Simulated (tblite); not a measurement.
C₈H₁₁ (doublet state).
Numbering: `[CH2:1][CH2:2][C@@:3]12[CH:4]=[CH:5][CH2:6][C@@H:7]1[CH2:8]2` (hydrogens: H9, H10 on C1; H11, H12 on C2; H13 on C4; H14 on C5; H15, H16 on C6; H17 on C7; H18, H19 on C8)

Computed geometry: GFN2-xTB, gas phase. This method treats the open shell by occupation alone, without spin polarisation.

Task: List the bond lengths, angles and torsions at this level.

Result: 
| bond | length (Å) | order |
| --- | --- | --- |
| C1–C2 | 1.474 | single |
| C2–C3 | 1.513 | single |
| C3–C4 | 1.485 | single |
| C4=C5 | 1.326 | double |
| C5–C6 | 1.504 | single |
| C6–C7 | 1.517 | single |
| C7–C8 | 1.499 | single |
| C3–C7 | 1.514 | single |
| C3–C8 | 1.508 | single |
| C1–H9, C1–H10 | 1.072 | single |
| C2–H11 | 1.096 | single |
| C2–H12 | 1.103 | single |
| C4–H13 | 1.076 | single |
| C5–H14 | 1.077 | single |
| C6–H15 | 1.093 | single |
| C6–H16 | 1.093 | single |
| C7–H17 | 1.080 | single |
| C8–H18 | 1.080 | single |
| C8–H19 | 1.080 | single |

Bonds in one row agree within 0.01 Å and their mean is given. Orders are formal, as drawn. A selection of angles:
| angle | degrees |
| --- | --- |
| C2–C1–H9 | 121.0 |
| C2–C1–H10 | 120.0 |
| H9–C1–H10 | 118.9 |
| C1–C2–C3 | 112.0 |
| C1–C2–H11 | 110.2 |
| C1–C2–H12 | 110.5 |
| C3–C2–H11 | 110.0 |
| C3–C2–H12 | 107.7 |
| H11–C2–H12 | 106.3 |
| C2–C3–C4 | 119.1 |
| C2–C3–C7 | 125.2 |
| C2–C3–C8 | 120.7 |
| C4–C3–C7 | 104.8 |
| C4–C3–C8 | 113.5 |
| C7–C3–C8 | 59.5 |
| C3–C4–C5 | 111.6 |
| C3–C4–H13 | 121.7 |
| C5–C4–H13 | 126.7 |
| C4–C5–C6 | 112.5 |
| C4–C5–H14 | 126.2 |
| C6–C5–H14 | 121.3 |
| C5–C6–C7 | 103.4 |
| C5–C6–H15 | 111.3 |
| C5–C6–H16 | 110.9 |
| C7–C6–H15 | 112.1 |
| C7–C6–H16 | 111.7 |
| H15–C6–H16 | 107.5 |
| C6–C7–C8 | 116.4 |
| C6–C7–H17 | 118.4 |
| C8–C7–H17 | 118.9 |
| C3–C7–C6 | 107.7 |
| C3–C7–C8 | 60.1 |
| C3–C7–H17 | 121.9 |
| C7–C8–H18 | 117.6 |
| C7–C8–H19 | 118.6 |
| C3–C8–C7 | 60.4 |
| C3–C8–H18 | 117.5 |
| C3–C8–H19 | 118.5 |
| H18–C8–H19 | 114.1 |

Torsions: C1–C2–C3–C4 68° (synclinal); C2–C3–C4–C5 146° (anticlinal); C3–C4–C5–C6 -2° (synperiplanar); C4–C5–C6–C7 3° (synperiplanar); C5–C6–C7–C8 62° (synclinal); C6–C7–C8–C3 -96° (anticlinal); C2–C3–C7–C6 -141° (anticlinal); C2–C3–C8–C7 -115° (anticlinal).

C1 (carbon bonded to C and 2 H) is planar (angles 121.0°, 120.0° and 118.9°, sum 359.9°, 0.02 Å off the plane of its three neighbours). C5 (carbon bonded to 2 C and H) is planar (angles 126.2°, 121.3° and 112.5°, sum 360.0°, 0.00 Å off the plane of its three neighbours). The 9 C–C bonds span 1.326 Å (C4=C5, drawn double) to 1.517 Å (C6–C7, drawn single), a spread of 0.191 Å. The 5-membered ring C3–C4–C5–C6–C7 has internal angles of 103.4° to 112.5° (sum 540°, against 540° for a flat polygon); it is almost planar, 0.01 Å rms from its mean plane, widest ring torsion 3°. The 3-membered ring C3–C7–C8 has internal angles of 59.5° to 60.4°. Of the pairs four or more bonds apart, C5···H19 is among the closest relative to their van der Waals radii: 2.88 Å, 99 % of the sum of Bondi's values. C4 (carbon bonded to 2 C and H) is planar (angles 126.7°, 121.7° and 111.6°, sum 360.0°, 0.00 Å off the plane of its three neighbours).

Point group: C1 (no symmetry element, even within 0.4 Å). Its GFN2-xTB frequencies are all real (lowest 47 cm⁻¹). Torsions: H–C1–C2–C3 -151° and 32°, C1–C2–C3–C4 68°.

One conformer stands for the species.
